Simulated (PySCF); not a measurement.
Field gradients at the hydrogen positions

Compound: C₇H₁₀O.
Numbering: `[CH:1]#[C:2]/[C:3](=[CH:4]/[CH2:5][CH3:6])[CH2:7][OH:8]` (hydrogens: H9 on C1; H10 on C4; H11, H12 on C5; H13, H14, H15 on C6; H16, H17 on C7; H18 on O8)

Structure used (GFN2-xTB), in Å, numbered top down from 1:
```
atom  x, y, z in Å
C1     3.1419   -1.3572    0.3548
C2     2.0832   -0.8028    0.2334
C3     0.8686   -0.0869    0.0841
C4    -0.2842   -0.6245    0.4930
C5    -1.6356    0.0058    0.4289
C6    -2.4865   -0.6491   -0.6620
C7     1.0242    1.3014   -0.5022
O8     1.2661    2.2818    0.4870
H9     4.0515   -1.8687    0.4632
H10   -0.2634   -1.6307    0.8948
H11   -2.1298   -0.1374    1.3934
H12   -1.5596    1.0776    0.2485
H13   -2.0352   -0.4945   -1.6396
H14   -3.4864   -0.2219   -0.6693
H15   -2.5696   -1.7201   -0.4899
H16    1.8437    1.2905   -1.2372
H17    0.1102    1.6154   -1.0091
H18    2.0523    2.0276    0.9834
```

Level: PBE0/pcSseg-1 (PySCF, non-relativistic); Q(2H) = 0.00286 b; rigid geometry, the same for H and D, with no vibrational averaging.

**Question.** Rank these positions by the coupling χzz of a deuteron there, largest first.
A. H13 (methyl hydrogen)
B. H16 (methylene hydrogen)
C. H18 (hydroxyl hydrogen)
D. H12 (methylene hydrogen)
E. H9 (alkyne hydrogen)
F. H17 (methylene hydrogen)

**Answer.** C (312 kHz), E (267 kHz), A (211 kHz), D (205 kHz), F (200 kHz), B (187 kHz).

**Question.** What are Vzz, η and χzz (234.96 MHz × Q × Vzz) at all hydrogens?

**Answer.** 
| atom | bonded to | bond length (Å) | Vzz (au) | η | χzz (kHz) |
| --- | --- | --- | --- | --- | --- |
| H9 | C1 | 1.049 | 0.3972 | 0.01 | 267 |
| H10 | C4 | 1.084 | 0.3170 | 0.06 | 213 |
| H11 | C5 | 1.093 | 0.3014 | 0.02 | 203 |
| H12 | C5 | 1.090 | 0.3050 | 0.02 | 205 |
| H13 | C6 | 1.088 | 0.3135 | 0.02 | 211 |
| H14 | C6 | 1.087 | 0.3159 | 0.02 | 212 |
| H15 | C6 | 1.088 | 0.3136 | 0.03 | 211 |
| H16 | C7 | 1.101 | 0.2784 | 0.04 | 187 |
| H17 | C7 | 1.091 | 0.2975 | 0.04 | 200 |
| H18 | O8 | 0.964 | 0.4638 | 0.15 | 312 |

**Question.** Average by the element that carries the hydrogen.

**Answer.** on C: 212 kHz over 9 positions, mean bond length 1.086 Å; on O: 312 kHz over 1 position, mean bond length 0.964 Å.

**Question.** How does χzz go with the bond length over the 9 C–H bonds?

**Answer.** A straight-line fit has a slope of -15.2 kHz for each 0.01 Å, with a correlation coefficient of -0.99, over lengths from 1.049 to 1.101 Å. The longer bonds have the smaller couplings here.

**Question.** Give the 2H NMR doublet splittings at H15 for a magnetic field along the z, y and x axes of the gradient: 3χ/2, 3χ(1 + η)/4, 3χ(1 − η)/4.

**Answer.** With |χ| = 210.7 kHz and η = 0.028: 316, 162 and 154 kHz, to first order and without motion.

Isolated species at its GFN2-xTB geometry (one conformer only). GFN2-xTB bond lengths can be off by several hundredths of an ångström, more for odd bonds, and the gradients follow them. A larger basis could move these couplings by a tenth or more.
